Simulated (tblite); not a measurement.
Isomers of C7H7O2 (doublet state). Computed values, GFN2-xTB/tblite, gas phase, harmonic and unscaled. Against measured fundamentals such values can be off by several per cent, at times by over 20. One conformer each. Open shells enter through the occupations alone, without spin polarisation, and single modes of such species can be off by tens of per cent.

Electronic energies: GFN2-xTB at the same geometries; isomer energies are rough at this level and their order can be wrong.

```json
{"SMILES": "CC(=O)O[C]1C=CC=C1", "electronic energy, lowest = 0 (kcal/mol)": "0.0"}
{"SMILES": "CCC1=[C]C(=O)CC1=O", "electronic energy, lowest = 0 (kcal/mol)": "38.5"}
{"SMILES": "C=CC1=C(C)[C]1OC=O", "electronic energy, lowest = 0 (kcal/mol)": "62.7"}
```

How do GFN2-xTB zero-point energies change the relative energies?

| SMILES | ZPE (kcal/mol) | of it from modes above 1550 cm⁻¹ | electronic (kcal/mol) | with ZPE, lowest = 0 (kcal/mol) | lowest mode (cm⁻¹) | rings |
| --- | --- | --- | --- | --- | --- | --- |
| CC(=O)O[C]1C=CC=C1 | 74.4 | 33.7 | 0.0 | 0.0 | 40 | 1 |
| CCC1=[C]C(=O)CC1=O | 75.0 | 37.6 | 38.5 | 39.0 | 37 | 1 |
| C=CC1=C(C)[C]1OC=O | 72.2 | 35.7 | 62.7 | 60.5 | 54 | 1 |

The zero-point energies span 2.8 kcal/mol, from `C=CC1=C(C)[C]1OC=O` to `CCC1=[C]C(=O)CC1=O`. The order is unchanged.
